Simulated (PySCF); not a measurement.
O2Si, charge +1, doublet, at a GFN2-xTB geometry (a state made from the parent by changing its charge; the spin is typed, not shown lowest); PySCF with R2SCAN/pcseg-1.

PySCF was given this input:
```python
from pyscf import gto, scf, dft

mol = gto.M(
    atom='''
O    -1.48961561    0.17688023   -0.04245102
Si   -0.00491603   -0.05453814    0.03992787
O     1.49821866   -0.08143848   -0.02742276
''',
    basis='pcseg-1',
    charge=1,
    spin=1,
    verbose=4,
)

mf = dft.UKS(mol)
mf.xc = 'r2scan'
mf.kernel()
mf.analyze()
```

Output, abridged:

```
PySCF version 2.14.0

[INPUT] verbose = 4
[INPUT] num. atoms = 3
[INPUT] num. electrons = 29
[INPUT] charge = 1
[INPUT] spin (= nelec alpha-beta = 2S) = 1
[INPUT] symmetry False subgroup None
[INPUT] Mole.unit = angstrom
[INPUT] Symbol           X                Y                Z      unit          X                Y                Z       unit  Magmom
[...]
nuclear repulsion = 90.0601803656443
number of shells = 9
number of NR pGTOs = 94
number of NR cGTOs = 46
basis = pcseg-1
ecp = {}

******** <class 'pyscf.dft.uks.UKS'> ********
method = UKS
initial guess = minao
damping factor = 0
level_shift factor = 0
DIIS = <class 'pyscf.scf.diis.CDIIS'>
diis_start_cycle = 1
diis_space = 8
diis_damp = 0
SCF conv_tol = 1e-09
SCF conv_tol_grad = None
SCF max_cycles = 50
direct_scf = True
direct_scf_tol = 1e-13
number electrons alpha = 15  beta = 14
XC library pyscf.dft.libxc version 7.1.2
    S. Lehtola, C. Steigemann, M. J. T. Oliveira, and M. A. L. Marques,  SoftwareX 7, 1–5 (2018)
XC functionals = r2scan
    J. W. Furness, A. D. Kaplan, J. Ning, J. P. Perdew, and J. Sun,  J. Phys. Chem. Lett. 11, 8208–8215 (2020)
    J. W. Furness, A. D. Kaplan, J. Ning, J. P. Perdew, and J. Sun,  J. Phys. Chem. Lett. 11, 9248–9248 (2020)
    J. W. Furness, A. D. Kaplan, J. Ning, J. P. Perdew, and J. Sun,  J. Phys. Chem. Lett. 11, 8208–8215 (2020)
    J. W. Furness, A. D. Kaplan, J. Ning, J. P. Perdew, and J. Sun,  J. Phys. Chem. Lett. 11, 9248–9248 (2020)
radial grids:
    Treutler-Ahlrichs [JCP 102, 346 (1995); DOI:10.1063/1.469408] (M4) radial grids

becke partition: Becke, JCP 88, 2547 (1988); DOI:10.1063/1.454033
pruning grids: <function nwchem_prune>
grids dens level: 3
symmetrized grids: False
atomic radii adjust function: <function treutler_atomic_radii_adjust>
small_rho_cutoff = 0
Set gradient conv threshold to 3.16228e-05
tot grids = 47344
init E= -440.055618034365

cycle= 1 E= -439.165323144726  delta_E= 0.89  |g|= 0.559  |ddm|= 1.79
cycle= 2 E= -438.296292666584  delta_E= 0.869  |g|= 1.49  |ddm|= 2.03
cycle= 3 E= -439.329480499516  delta_E= -1.03  |g|= 0.0303  |ddm|= 1.39
cycle= 4 E= -439.330338070644  delta_E= -0.000858  |g|= 0.0198  |ddm|= 0.0604
cycle= 5 E= -439.330553335999  delta_E= -0.000215  |g|= 0.011  |ddm|= 0.0223
cycle= 6 E= -439.329816766788  delta_E= 0.000737  |g|= 0.0408  |ddm|= 0.0417
cycle= 7 E= -439.330671987653  delta_E= -0.000855  |g|= 0.00218  |ddm|= 0.0364
cycle= 8 E= -439.33067970572  delta_E= -7.72e-06  |g|= 0.000695  |ddm|= 0.00697
[...]
converged SCF energy = -439.330680952974  <S^2> = 0.78894173  2S+1 = 2.0385698
Total Energy =                        -439.330680952973808
[...]

 ** Mulliken spin pop alpha/beta on meta-lowdin orthogonal AOs **
 ** Mulliken Spin Density (per AO)  **
spin_pop of  0 O 1s       -0.00001
spin_pop of  0 O 2s        0.00493
spin_pop of  0 O 3s       -0.00023
spin_pop of  0 O 2px       0.04277
spin_pop of  0 O 2py       0.35542
spin_pop of  0 O 2pz       0.21641
spin_pop of  0 O 3px       0.00018
spin_pop of  0 O 3py       0.00010
spin_pop of  0 O 3pz      -0.00003
spin_pop of  0 O 3dxy      0.00087
spin_pop of  0 O 3dyz      0.00009
spin_pop of  0 O 3dz^2     0.00006
spin_pop of  0 O 3dxz      0.00054
spin_pop of  0 O 3dx2-y2    0.00014
spin_pop of  1 Si 1s       -0.00000
spin_pop of  1 Si 2s       -0.00000
spin_pop of  1 Si 3s       -0.04669
spin_pop of  1 Si 4s       -0.00018
spin_pop of  1 Si 2px      -0.00000
spin_pop of  1 Si 2py       0.00000
spin_pop of  1 Si 2pz       0.00000
spin_pop of  1 Si 3px      -0.01191
spin_pop of  1 Si 3py      -0.11117
spin_pop of  1 Si 3pz      -0.07937
spin_pop of  1 Si 4px      -0.00141
spin_pop of  1 Si 4py      -0.00271
spin_pop of  1 Si 4pz      -0.00200
spin_pop of  1 Si 3dxy      0.00812
spin_pop of  1 Si 3dyz      0.00001
spin_pop of  1 Si 3dz^2     0.00012
spin_pop of  1 Si 3dxz      0.00396
spin_pop of  1 Si 3dx2-y2    0.00070
spin_pop of  2 O 1s       -0.00001
spin_pop of  2 O 2s        0.00493
spin_pop of  2 O 3s       -0.00023
spin_pop of  2 O 2px       0.02561
spin_pop of  2 O 2py       0.37189
spin_pop of  2 O 2pz       0.21709
spin_pop of  2 O 3px       0.00017
spin_pop of  2 O 3py       0.00010
spin_pop of  2 O 3pz      -0.00003
spin_pop of  2 O 3dxy      0.00105
spin_pop of  2 O 3dyz      0.00005
spin_pop of  2 O 3dz^2     0.00006
spin_pop of  2 O 3dxz      0.00058
spin_pop of  2 O 3dx2-y2   -0.00003
 ** Mulliken Spin Density (per atom)  **
spin density of  0 O =      0.62126
spin density of  1 Si =     -0.24251
spin density of  2 O =      0.62125
 ** Mulliken pop alpha/beta on meta-lowdin orthogonal AOs **
 ** Mulliken pop       alpha | beta **
In total            15.00000 | 14.00000
 ** Mulliken atomic charges   ( Nelec_alpha | Nelec_beta ) **
charge of  0O =     -0.32074  (     4.47100      3.84974 )
charge of  1Si =      1.64148  (     6.05800      6.30051 )
charge of  2O =     -0.32074  (     4.47100      3.84974 )

WARN: System has nonzero charge 1; the dipole moment is origin-dependent.
Location of origin: [0. 0. 0.]

Dipole moment(X, Y, Z, Debye): -0.05374, -0.59632,  0.43723
```
